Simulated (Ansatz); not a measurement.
Mulliken charges of C₂H₂AlF (`[F][Al]1[CH]=[CH]1`) from r2SCAN/def2-TZVPP in Ansatz (PBE0-D4/def2-TZVP geometry).

| atom | x (Å) | y (Å) | z (Å) | charge (e) |
| --- | --- | --- | --- | --- |
| F1 | -1.757 | -1.787 | 1.224 | -0.307 |
| Al2 | -0.722 | -0.744 | 0.501 | 0.680 |
| C3 | 0.888 | -0.039 | -0.030 | -0.240 |
| C4 | -0.179 | 0.716 | -0.470 | -0.240 |
| H5 | 1.943 | 0.161 | -0.208 | 0.054 |
| H6 | -0.130 | 1.628 | -1.062 | 0.054 |

Problem. By hand: the dipole of these point charges (1 e Å = 4.8032 D).

Solution. Σ q r = (-0.024, -0.023, 0.016) e Å, of length 0.037 e Å = 0.18 D.

Problem. How does the dipole of the full density compare? (Estimate.)

Solution. The calculation gave: (0.074, 0.075, -0.052) e Å, 0.56 D; the point charges give 0.32 times that, at 178° from its direction, so they point the opposite way.

Point charges leave out the atoms' own dipoles, such as those of lone pairs, and Mulliken's split depends on the basis, so the two needn't agree.
